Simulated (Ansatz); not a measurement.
AlGaH$_{6}$NO$_{2}$P (`N[PH][Ga]([OH])[O][AlH2]`) at its PBE0-D4/def2-TZVP geometry, where that method's forces vanish. The species carries charge 0 and has multiplicity 1.

```csv
atom,x (Å),y (Å),z (Å)
N1,-1.481,1.605,-0.388
P2,-1.202,1.326,1.272
Ga3,0.403,-0.340,1.293
O4,1.362,-0.815,2.722
O5,0.724,-1.326,-0.165
Al6,0.611,-1.339,-1.841
H7,-2.419,1.390,-0.684
H8,-0.803,1.354,-1.092
H9,-0.257,2.349,1.560
H10,1.947,-1.554,2.536
H11,0.245,0.028,-2.574
H12,0.869,-2.677,-2.640
```

Task: For each bond, give half the difference of the two atoms' forces along it (eV/Å; positive pushes the atoms apart) under PBE-D4, r2SCAN-D4, B3LYP-D4, ωB97M-V in def2-TZVPP. (Estimate.)

Result: Ansatz gave: 
| bond | length (Å) | PBE-D4 | r2SCAN-D4 | B3LYP-D4 | ωB97M-V |
| --- | --- | --- | --- | --- | --- |
| N1–P2 | 1.706 | 0.16 | 0.11 | 0.18 | 0.15 |
| N1–H7 | 1.007 | 0.21 | -0.01 | -0.04 | -0.04 |
| N1–H8 | 1.009 | 0.21 | 0.00 | -0.06 | -0.09 |
| P2–Ga3 | 2.314 | -0.14 | -0.07 | 0.00 | -0.10 |
| P2–H9 | 1.423 | 0.20 | 0.01 | -0.08 | -0.16 |
| Ga3–O4 | 1.785 | 0.27 | 0.04 | 0.15 | 0.06 |
| Ga3–O5 | 1.789 | 0.20 | 0.03 | 0.13 | 0.04 |
| O4–H10 | 0.961 | 0.39 | 0.05 | -0.02 | -0.07 |
| O5–Al6 | 1.680 | 0.19 | 0.07 | 0.03 | 0.13 |
| Al6–H11 | 1.593 | -0.03 | -0.04 | -0.09 | -0.12 |
| Al6–H12 | 1.580 | -0.02 | -0.04 | -0.10 | -0.16 |

B3LYP here is the variant with VWN-RPA as its local correlation; programs differ in this.
